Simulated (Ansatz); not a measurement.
Harmonic frequencies (cm⁻¹) at PBE0-D4/def2-TZVP from Ansatz: 56, 119, 188, 285, 319, 397, 505, 675, 713, 864, 949, 1075, 1149, 1220, 1241, 1309, 1383, 1415, 1453, 1454, 1478, 2955, 2976, 3042, 3106, 3139, 3874.

Each molecule was computed in one conformer, which needn't be the lowest.

Which molecule is it?
A. `COB(C)F`
B. `BC(F)OC`
C. `BC(F)CO`
D. `CB(F)CO`

D.
